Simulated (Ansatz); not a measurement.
Total energies of CH$_{2}$Cl$_{2}$GaN, SMILES `C=[N][Ga]([Cl])[Cl]`.

| atom | x (Å) | y (Å) | z (Å) |
| --- | --- | --- | --- |
| C1 | 1.293 | 0.043 | 0.644 |
| N2 | 0.382 | 0.861 | 0.333 |
| Ga3 | -1.125 | 0.183 | -0.523 |
| Cl4 | -2.724 | 1.443 | -1.100 |
| Cl5 | -1.295 | -1.905 | -0.955 |
| H6 | 2.193 | 0.416 | 1.149 |
| H7 | 1.275 | -1.041 | 0.452 |

Charge 0, multiplicity 1. Correlated methods include outer-core shells of Ga, which these sets cover unevenly. Scalar relativity is left out up to krypton. The structure was optimised at the PBE0-D4/def2-TZVP level. It is one conformer, not always the lowest. Basis def2-TZVPP, Ansatz 0.2.0.

RPA on PBE orbitals: Hartree–Fock energy of these orbitals -2935.82500 Eh, correlation -1.49974 Eh (frozen core).

```tsv
functional	energy without D4 (Eh)	D4 term (kJ/mol)
LDA (SPW92)	-2932.67142	–
revPBE	-2939.13789	-51.2
BLYP	-2939.51138	-42.9
r2SCAN	-2939.35393	-4.8
B97M-V	-2938.86170	–
PBE0	-2938.80982	-17.4
r2SCAN0	-2939.30724	-5.9
BHLYP	-2939.39620	-28.9
ωB97X-V	-2939.13341	–
ωB97M-V	-2939.29745	–
```

(1) Give the same for PBE, B3LYP, r2SCANh, HSE06 (plane-wave form), CAM-B3LYP, LC-ωPBE, B2PLYP, PBE-QIDH. (An estimate is asked.)

B3LYP takes the VWN-RPA correlation (the form of Gaussian; ORCA's B3LYP/G). HSE06 is the plane-wave form, built on full-range PBE exchange. The double hybrids freeze the cores in their second-order part.

Results:

(1) Computed: 
```tsv
functional	energy without D4 (Eh)	D4 term (kJ/mol)
PBE	-2938.69359	-20.3
B3LYP	-2939.55554	-33.0
r2SCANh	-2939.33454	-5.3
HSE06 (plane-wave form)	-2938.78948	-16.5
CAM-B3LYP	-2939.57651	-18.2
LC-ωPBE	-2938.90461	–
B2PLYP	-2938.78058	–
PBE-QIDH	-2938.29403	–
```

LC-ωPBE has ω = 0.4 bohr⁻¹.
